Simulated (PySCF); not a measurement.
Run record: geometry optimisation, `C=[CH][Ga]([Br])[NH]C`.

Method: PBE0-D3(BJ)/def2-SVP geometry optimisation, gas phase (PySCF 2.14.0). Start geometry: GFN2-xTB. The input is one job of a driver script: a line of settings, then coordinates in Å.

Input:
```
{"job": {"xc": "PBE0", "basis": "def2-SVP", "d3": "d3bj", "grid": 1, "maxiter": 30, "shake": 0.01, "kind": "geom"}, "charge": 0, "multiplicity": 1}
C      3.123980    -0.322180    -0.122520
C      1.969220     0.005610    -0.751240
Ga     0.221480    -0.035030     0.262960
Br     0.254400    -0.636350     2.470680
N     -1.398530     0.397960    -0.440810
C     -2.706590     0.402610     0.222300
H      3.131570    -0.576140     0.922630
H      4.080740    -0.282270    -0.627960
H      1.971040     0.291460    -1.779620
H     -1.481510     0.671620    -1.393560
H     -3.180390     1.383680     0.197260
H     -3.374600    -0.324100    -0.235070
H     -2.604990     0.127660     1.264610
```

Output:
```
step   0  E = -4670.90517945  max force = 0.042039
step   1  E = -4670.90984286  max force = 0.009080
step   2  E = -4670.91016743  max force = 0.001394
step   3  E = -4670.91021397  max force = 0.001301
step   4  E = -4670.91025709  max force = 0.000722
step   5  E = -4670.91028069  max force = 0.000392
step   6  E = -4670.91029904  max force = 0.000487
step   7  E = -4670.91030819  max force = 0.000464
step   8  E = -4670.91031978  max force = 0.000316
optimisation converged
```

Energies in Eh; «max force» is the largest Cartesian gradient component in Eh/bohr.

Q: Give the first gradient maximum in eV/Å.

A: With 1 Eh/bohr = 51.422 eV/Å, 2.162 eV/Å.

Q: How much energy does the optimisation release, in kJ/mol?

A: E(step 0) − E(last step) = 0.005140 Eh, which is 13.5 kJ/mol.

Main results: final energy -4670.91032 Eh after 8 steps; dipole 2.77 D.

Q: Where do the atoms end?

A: 0.068 Å rms from the input after alignment:
```
atom  x, y, z in Å
C1     3.0858   -0.1036   -0.0734
C2     1.9442    0.1538   -0.7236
Ga3    0.2371   -0.0034    0.1733
Br4    0.2442   -0.7372    2.3605
N5    -1.4133    0.3516   -0.4674
C6    -2.6736    0.2173    0.2207
H7     3.0910   -0.4088    0.9797
H8     4.0656   -0.0215   -0.5592
H9     1.9949    0.4548   -1.7775
H10   -1.5038    0.6706   -1.4259
H11   -3.2306    1.1709    0.2692
H12   -3.3376   -0.5311   -0.2502
H13   -2.5008   -0.1094    1.2569
```

The run took 2.6 min of wall time on one thread of an Intel Xeon at 2.70 GHz, shared host with 64 logical CPUs at a one-minute load of 56, and the process peaked at 0.69 GiB of memory.
Labels such as C1 count atoms from 1, the log's own numbers from 0.
